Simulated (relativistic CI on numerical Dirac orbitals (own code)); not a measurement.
Line list: Electric-dipole lines, Pt LXX

Method of calculation: Dirac-Coulomb-Breit CI, KLI orbitals optimised for each configuration, model QED (radiative potential, 1s self-energy scaled to tabulated hydrogen-like ionisation energies), unscaled Slater integrals (own radial code, finite nucleus).

CI space (outside the closed core 1s2): 2s2 2p5, 2s 2p6, 2p6 3s, 2s2 2p4 3s, 2p6 3p, 2s2 2p4 3p, 2p6 3d, 2s2 2p4 3d, 2s 2p5 3s, 2s 2p5 3p, 2s 2p5 3d, 2s2 2p4 4s, 2s2 2p4 4p, 2s2 2p4 4d, 2s2 2p4 4f, 2s2 2p3 3s2. Levels of other configurations are missing.

```tsv
λ vac (nm)	Lower	Upper	A (s⁻¹)	E lower (eV)	E upper (eV)
0.10265	2s2 2p5 2P°_1/2 [2]	2s2 2p4 3d 2D_3/2 [129]	1.65e+15	1775.0	13853.5
0.10290	2s2 2p5 2P°_3/2 [1]	2s2 2p4 3d 2D_3/2 [55]	2.11e+15	0.0	12048.8
0.10295	2s2 2p5 2P°_3/2 [1]	2s2 2p4 3d 2F_5/2 [54]	1.69e+15	0.0	12043.4
0.10318	2s 2p6 2S_1/2 [3]	2s 2p5 3d 2P°_3/2 [139]	2.04e+15	2296.1	14312.3
0.10507	2s2 2p5 2P°_3/2 [1]	2s 2p5 3p 2D_5/2 [39]	6.65e+14	0.0	11799.6
0.11903	2s2 2p5 2P°_3/2 [1]	2s2 2p4 3d 2D_5/2 [25]	1.34e+15	0.0	10415.9
0.11911	2s2 2p5 2P°_1/2 [2]	2s2 2p4 3d 2P_1/2 [63]	3.78e+15	1775.0	12184.5
0.11918	2s2 2p5 2P°_1/2 [2]	2s2 2p4 3d 2D_3/2 [62]	3.56e+15	1775.0	12178.2
0.11929	2s 2p6 2S_1/2 [3]	2s 2p5 3d 2P°_3/2 [85]	2.70e+15	2296.1	12689.7
0.11948	2s2 2p5 2P°_3/2 [1]	2s2 2p4 3d 2P_3/2 [24]	2.51e+15	0.0	10376.9
0.11949	2s2 2p5 2P°_3/2 [1]	2s2 2p4 3d 2D_5/2 [23]	2.06e+15	0.0	10375.8
0.12001	2s 2p6 2S_1/2 [3]	2s 2p5 3d 2P°_1/2 [82]	3.57e+15	2296.1	12627.2
0.12028	2s 2p6 2S_1/2 [3]	2s 2p5 3d 2D°_3/2 [81]	1.02e+15	2296.1	12603.9
0.30773	2s2 2p4 3p 2D°_5/2 [8]	2s2 2p4 4d 2F_7/2 [102]	1.31e+14	9563.9	13592.9
0.34631	2s2 2p4 3p 4D°_7/2 [10]	2s2 2p4 4d 4F_9/2 [109]	1.68e+14	10061.9	13642.0
0.34634	2s2 2p4 3p 2D°_5/2 [11]	2s2 2p4 4d 2F_7/2 [108]	1.31e+14	10062.1	13641.9
0.35811	2s2 2p4 3d 2G_7/2 [52]	2s2 2p4 4f 2H°_9/2 [181]	3.28e+14	12019.8	15482.1
0.35848	2s2 2p4 3d 4D_3/2 [15]	2s2 2p4 4f 2F°_5/2 [116]	1.86e+14	10218.8	13677.4
0.35859	2s2 2p4 3d 2D_3/2 [19]	2s2 2p4 4f 2F°_5/2 [127]	3.17e+14	10287.9	13745.5
0.35876	2s2 2p4 3d 4D_5/2 [16]	2s2 2p4 4f 2G°_7/2 [115]	2.46e+14	10221.1	13677.0
0.35886	2s2 2p4 3d 2F_7/2 [17]	2s2 2p4 4f 2G°_9/2 [114]	3.27e+14	10221.4	13676.3
0.36786	2s2 2p4 3d 4D_7/2 [56]	2s2 2p4 4f 4G°_9/2 [186]	3.29e+14	12116.4	15486.8
0.36810	2s2 2p4 3d 2G_9/2 [59]	2s2 2p4 4f 2H°_11/2 [189]	3.41e+14	12136.9	15505.1
0.36838	2s2 2p4 3d 2F_7/2 [20]	2s2 2p4 4f 2G°_9/2 [122]	2.98e+14	10334.0	13699.6
0.36848	2s2 2p4 3d 4F_9/2 [21]	2s2 2p4 4f 4G°_11/2 [121]	3.40e+14	10334.5	13699.2
0.36958	2s2 2p4 3d 2F_7/2 [61]	2s2 2p4 4f 2G°_9/2 [193]	2.86e+14	12153.8	15508.5
0.36979	2s2 2p4 3d 2D_5/2 [25]	2s2 2p4 4f 2F°_7/2 [128]	3.31e+14	10415.9	13768.8
0.37281	2s2 2p4 3d 2D_5/2 [23]	2s2 2p4 4f 2F°_7/2 [123]	2.51e+14	10375.8	13701.5
0.37284	2s2 2p4 3d 2P_3/2 [24]	2s2 2p4 4f 2D°_5/2 [125]	2.26e+14	10376.9	13702.3
1.9116	2s2 2p4 3s 4P_5/2 [4]	2s2 2p4 3p 4D°_7/2 [10]	2.67e+12	9413.3	10061.9
```

Terms are leading LS components. Brackets give the number of a level in order of energy, since labels repeat. The list gives strong lines, with weight on those to low levels, without lines whose two gauges differ by over a factor of 2.5, among the lowest 200 of 205 levels, so that lines to higher ones, which can be the strongest, are missing. Levels whose partners in the same complex of configurations lie outside the list can be far off, and so can their lines. Rates are taken at the computed energies, electric ones in the length gauge.

At this charge energies of transitions that change n are usually good to better than 1 %, and those within a shell (Δn = 0) to a few per cent.

LS names give the leading component of a level, which can be under half, so a name can repeat, a term be missing and a line seem to break the LS rules.
